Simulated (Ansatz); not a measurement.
A nudged elastic band was laid between two geometries of C2H8OSeSi2 (14 atoms, charge 0, multiplicity 1).

Theory: RHF/def2-SVP in Ansatz.

```json
{
 "movable images": "7",
 "climbing image": "yes",
 "spring": "5.0 eV/Å²",
 "optimiser": "quadratic models (default)",
 "start path": "IDPP",
 "force threshold": "0.05 eV/Å",
 "iteration limit": "60",
 "end points": "relaxed"
}
```

Initial state:

```xyz
14
Properties=species:S:1:pos:R:3
C -1.907 -1.681 -0.327
O -0.640 -1.154 -0.568
Si 0.298 -0.174 0.361
C 2.053 0.019 -0.320
Se 2.415 1.912 0.201
Si 0.111 2.173 0.333
H -2.143 -2.399 -1.111
H -1.951 -2.197 0.636
H -2.672 -0.900 -0.336
H 0.319 -0.676 1.759
H 2.104 -0.067 -1.404
H 2.806 -0.631 0.124
H -0.479 2.833 -0.855
H -0.328 2.914 1.537
```

Final state:

```xyz
14
Properties=species:S:1:pos:R:3
C -1.824 -1.801 -0.133
O -0.560 -1.267 -0.375
Si 0.260 -0.078 0.411
C 2.071 0.041 -0.128
Se 2.341 2.014 0.017
Si 0.030 2.202 -0.130
H -2.613 -1.078 -0.361
H -1.965 -2.671 -0.772
H -1.935 -2.117 0.908
H 0.152 -0.277 1.878
H 2.233 -0.264 -1.160
H 2.787 -0.472 0.511
H -0.446 2.578 -1.481
H -0.544 3.159 0.844
```

(1) What changes between the two ends?

(2) What energy profile does the band end with?

(3) What is the geometry of the highest image?

The band took 4 iterations and of the order of 110 core-seconds.

Answers

(1) No bond is made or broken. The dihedral H9–C1–O2–Si3 goes from 69 to -52°. The two ends are copies of one structure, up to a mirror image or an exchange of like atoms.

(2) The forces met the threshold. The highest image is number 4 of 0 to 8, 0.5 kcal/mol above the ends, which have the same energy within 2 meV. A vibrational analysis at the climbing image gives one clearly imaginary mode, 97i cm⁻¹: a first-order saddle point.

```json
{"image": "0", "path coordinate (Å)": "0.00", "energy (kcal/mol)": "0.0", "dihedral H9–C1–O2–Si3 (°)": "69"}
{"image": "1", "path coordinate (Å)": "0.45", "energy (kcal/mol)": "0.1", "dihedral H9–C1–O2–Si3 (°)": "55"}
{"image": "2", "path coordinate (Å)": "0.90", "energy (kcal/mol)": "0.2", "dihedral H9–C1–O2–Si3 (°)": "40"}
{"image": "3", "path coordinate (Å)": "1.36", "energy (kcal/mol)": "0.4", "dihedral H9–C1–O2–Si3 (°)": "25"}
{"image": "4", "path coordinate (Å)": "1.81", "energy (kcal/mol)": "0.5", "dihedral H9–C1–O2–Si3 (°)": "8"}
{"image": "5", "path coordinate (Å)": "2.25", "energy (kcal/mol)": "0.4", "dihedral H9–C1–O2–Si3 (°)": "-8"}
{"image": "6", "path coordinate (Å)": "2.69", "energy (kcal/mol)": "0.3", "dihedral H9–C1–O2–Si3 (°)": "-24"}
{"image": "7", "path coordinate (Å)": "3.13", "energy (kcal/mol)": "0.1", "dihedral H9–C1–O2–Si3 (°)": "-38"}
{"image": "8", "path coordinate (Å)": "3.57", "energy (kcal/mol)": "0.0", "dihedral H9–C1–O2–Si3 (°)": "-52"}
```

(3) 
```xyz
14
Properties=species:S:1:pos:R:3:forces:R:3
C -1.851 -1.776 -0.157 -0.01 0.00 0.01
O -0.580 -1.250 -0.387 0.02 0.02 0.00
Si 0.260 -0.085 0.413 -0.01 -0.01 -0.02
C 2.071 0.013 -0.128 0.00 0.00 0.01
Se 2.371 1.980 0.041 0.00 0.00 0.00
Si 0.063 2.204 -0.101 0.00 0.00 0.00
H -2.431 -1.744 -1.080 0.00 0.00 0.00
H -1.774 -2.815 0.165 0.01 0.00 0.00
H -2.397 -1.220 0.610 -0.01 -0.01 0.00
H 0.153 -0.295 1.878 0.00 0.00 0.00
H 2.227 -0.282 -1.164 0.00 0.00 0.00
H 2.781 -0.519 0.503 0.00 0.00 0.00
H -0.412 2.599 -1.448 0.00 0.00 0.00
H -0.495 3.159 0.883 0.00 0.00 0.00
```

Run time: 56 s on 2 threads of AMD EPYC 9R45 96-Core Processor (Zen 5), with other jobs on the host, peak memory 0.49 GiB.
